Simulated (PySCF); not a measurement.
# Vertical excitation energies

Species: C8H8O2.
Structure used (PBE0-D3(BJ)/def2-SVP), in Å, numbered top down from 1:
```
atom  x, y, z in Å
O1     2.4683   -0.7090   -1.2289
C2     1.8369   -1.5712   -0.6532
O3     2.2857   -2.8330   -0.5622
C4     0.5480   -1.3611   -0.0052
C5    -0.2187   -2.2820    0.6518
C6    -1.4241   -1.6447    1.1333
C7    -1.3977   -0.3329    0.7729
C8    -0.1597   -0.0659    0.0354
C9     0.5653    1.2774    0.1502
C10   -0.1151    0.9469   -1.1116
H11    3.1366   -2.8448   -1.0248
H12    0.0445   -3.3315    0.7863
H13   -2.2161   -2.1440    1.6921
H14   -2.1559    0.4226    0.9833
H15    0.1170    2.0066    0.8291
H16    1.6549    1.2112    0.1644
H17   -1.0625    1.4334   -1.3545
H18    0.5106    0.6559   -1.9574
```

Computed with PySCF, TDDFT CAM-B3LYP/def2-SVPD, vertical, gas phase, core orbitals frozen in the response.

```csv
state,E (eV),E (hartree),f,|μ| (D),symmetry,"main configurations (H = HOMO, L = LUMO)"
S1,4.48,0.1645,0.186,3.31,A′,H→L (97%)
S2,5.16,0.1897,0.0000,0.02,–,"H-2→L (86%), H-2→L+2 (9%)"
S3,5.57,0.2048,0.168,2.82,A′,H-1→L (89%)
S4,6.58,0.2418,0.0021,0.29,A″,H-3→L (96%)
S5,6.64,0.2439,0.0031,0.35,A″,"H→L+1 (69%), H→L+3 (14%), H→L+4 (11%)"
S6,6.73,0.2472,0.194,2.76,A′,"H→L+2 (72%), H→L+3 (8%)"
```

The lowest singlet lies at 4.48 eV (277 nm, ultraviolet) and is strong; its leading configuration is HOMO→LUMO (97%). The most intense listed level is S6 at 6.73 eV (184 nm, f = 0.194), 2.25 eV above S1. It is the last of those listed, so stronger ones may follow. Löwdin shares by element: HOMO carbon 78% or more (atoms not listed hold the other 22%); LUMO carbon 57% or more (atoms not listed hold the other 43%). Weighted by f, the mean energy of these states is 5.62 eV. The listed states span 2.25 eV, and the widest gap between neighbours is 1.01 eV (S3 to S4). The oscillator strengths of these states sum to 0.553; summed over the whole spectrum of an exact calculation they would give the number of electrons, 72 (Thomas–Reiche–Kuhn). Symmetry labels in Cs follow from the direction of the transition dipole and are given only for states with f of 0.002 or more. Only the lowest 6 singlets were computed, as vertical energies without vibronic structure.

The run took 1.8 min on an Intel Xeon Platinum 8259CL at 2.50 GHz with one thread, on a shared host, and the process peaked at 1.4 GiB of memory.

One conformer stands for the species.
